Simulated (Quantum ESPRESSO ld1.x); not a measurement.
Values are calculated unless marked as measured or tabulated.
Task: These are the eigenvalues of the occupied orbitals of an atom or ion with whole-number occupations (eV). Code: ld1.x of Quantum ESPRESSO 7.5. Model: scalar-relativistic Kohn-Sham, relativistic LDA (MacDonald-Vosko exchange, VWN5 correlation), spin-unpolarised, spherical densities, point nucleus.

| orbital | eigenvalue |
|---|---|
| 1s | -74506.7 |
| 2s | -17594.8 |
| 2p | -16305.0 |
| 3d | -6673.82 |

Which element is it, and in what charge state? The configuration may be excited.

Result: Z = 73, tantalum, charge +65: Ta65+ in 1s1 2s2 2p4 3d1. The list shows which subshells hold electrons but not how many an open one holds; the 1s level, -2738.1 hartree, gives Z - s = 74.0 by -(Z - s)^2/2, which with screening and relativity narrows Z to a few neighbours, and the depths of the outer levels then fix element, charge and occupations together.
